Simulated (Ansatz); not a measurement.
Cartesian coordinates in Å:
```
O 0.336 -0.392 1.672
C -0.298 0.468 1.120
O -0.974 1.433 1.726
C -0.369 0.505 -0.415
O -0.987 1.357 -0.992
Si 0.616 -0.921 -1.281
H -0.861 1.314 2.680
H 2.050 -0.813 -0.922
H 0.423 -0.724 -2.737
H 0.065 -2.228 -0.851
```

The species carries charge 0 and has multiplicity 1.

Question: List the B3LYP/def2-TZVPP orbital energies in eV (Ansatz 0.2.0). (An estimate is asked.)

Answer: Ansatz gave: Occupied: -1799.33, -522.65, -521.53, -521.20, -281.12, -279.86, -143.90, -99.22, -99.19, -99.19, -31.29, -29.58, -28.84, -19.67, -17.15, -15.04, -14.17, -13.66, -13.49, -11.97, -11.81, -11.52, -10.03, -9.90, -9.75, -9.17, -7.27. Lowest empty: -2.98, 0.06, 0.30, 0.63, 1.05, 1.39, 1.76, 2.97.

B3LYP here is the variant with VWN-RPA as its local correlation; programs differ in this.
